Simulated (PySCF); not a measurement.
Exercise with solution: dipole moment from atomic charges

BH₂Br, SMILES BBr. Atoms are numbered in the order given.

```xyz
4

B      0.0000     0.0000     1.5596
H      0.0000     1.0471     2.1111
H      0.0000    -1.0471     2.1111
Br     0.0000     0.0000    -0.3434
```

Geometry: B3LYP-D3(BJ)/def2-TZVP.

Charges (e) from PySCF with M06-2X/def2-TZVPD:

| atom | ESP fit | IAO |
|---|---|---|
| B1 | 0.178 | -0.046 |
| H2 | -0.033 | 0.025 |
| H3 | -0.033 | 0.025 |
| Br4 | -0.111 | -0.003 |

The dipole moment of the full density is 0.78 D.

Q: What dipole moment does each set of point charges give, and which comes closer to that of the density?

A: 
μ = Σ q r, and 1 e Å = 4.8032 D.
ESP fit: Σ q r = (0.000, 0.000, 0.176) e Å, |μ| = 0.85 D.
IAO: Σ q r = (0.000, 0.000, 0.035) e Å, |μ| = 0.17 D.
ESP fit comes closer in size. Point charges leave out the atoms' own dipoles (lone pairs, polarised bonds); fits to the potential absorb them, partitions of the density don't.
